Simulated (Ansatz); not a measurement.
Geometry optimisation, Ansatz, RKS PBE/6-31G*.

input.yaml

```yaml
crystal:
  periodic: [false, false, false]
  atoms:
    - { symbol: Al, position_ang: [0.0, 0.0, 0.0] }
    - { symbol: O, position_ang: [0.0, 0.0, 2.13] }
    - { symbol: Si, position_ang: [-1.3147, -0.4067, 3.0936] }
    - { symbol: H, position_ang: [-2.239, -1.2403, 2.3304] }
    - { symbol: H, position_ang: [-0.8506, -1.1432, 4.2657] }
    - { symbol: H, position_ang: [-1.9987, 0.8095, 3.5233] }
    - { symbol: O, position_ang: [1.5415, 0.0, -0.89] }
    - { symbol: Si, position_ang: [2.3874, -1.376, -1.352] }
    - { symbol: H, position_ang: [1.4599, -2.3514, -1.9176] }
    - { symbol: H, position_ang: [3.3882, -1.0195, -2.3535] }
    - { symbol: H, position_ang: [3.0504, -1.9546, -0.187] }
    - { symbol: Cl, position_ang: [-1.9312, 0.0, -1.115] }
    - { symbol: H, position_ang: [-0.2326, 1.7497, 0.5865] }
    - { symbol: H, position_ang: [-0.1802, 1.3552, 1.5323] }
basis:
  gaussian: { orbitals: "6-31G*" }
hamiltonian:
  xc: pbe
relax:
  f_tol: 0.15
  max_steps: 25
  restrain:
    - { distance: [0, 12], at: 2.76, k: 30.0 }
    - { distance: [13, 1], at: 2.21, k: 30.0 }
    - { distance: [0, 1], at: 1.78, k: 30.0 }
    - { distance: [13, 12], at: 0.66, k: 30.0 }
```

Run as:

```bash
$ ansatz run input.yaml --threads 4 --pin off --max-ram 5120MiB --backend cpu --events-out ev --progress --plain --runs-dir out
```

Task: Where does it end, and by what steps?

Result: It converged. The restraints hold the end off the free minimum. After 12 steps the energy has fallen by 1.919 eV (the restraints' own energy left out); H13 moved furthest, 0.83 Å. Joined: H13–H14 (1.03 → 0.72 Å).

| step | energy less start (eV) | largest force component (eV/Å) | accepted |
| --- | --- | --- | --- |
| 0 | 0.0000 | 2.529 | yes |
| 1 | -0.4567 | 2.655 | yes |
| 2 | -0.8730 | 2.185 | yes |
| 3 | -1.4150 | 1.711 | yes |
| 4 | -1.7499 | 1.004 | yes |
| 5 | -1.8485 | 0.988 | yes |
| 6 | -1.8593 | 1.352 | yes |
| 7 | -1.8952 | 1.280 | yes |
| 8 | -1.9186 | 0.780 | no |
| 9 | -1.9081 | 1.252 | yes |
| 10 | -1.9183 | 1.107 | yes |
| 11 | -1.9226 | 1.098 | no |
| 12 | -1.9194 | 1.179 | yes |

```xyz
14
Properties=species:S:1:pos:R:3
Al -0.340 -0.193 -0.002
O -0.426 -0.241 1.743
Si -1.407 -0.548 3.053
H -2.526 -1.486 2.700
H -0.586 -1.173 4.142
H -2.003 0.728 3.573
O 1.111 -0.553 -0.803
Si 2.431 -1.442 -1.285
H 1.983 -2.710 -1.960
H 3.249 -0.633 -2.250
H 3.289 -1.808 -0.108
Cl -2.061 0.249 -1.129
H 0.260 2.388 0.765
H 0.106 1.845 1.207
```

Time of the run: 45 s on 4 threads of Arm Neoverse N1, with other jobs on the host, peak memory 0.19 GiB.
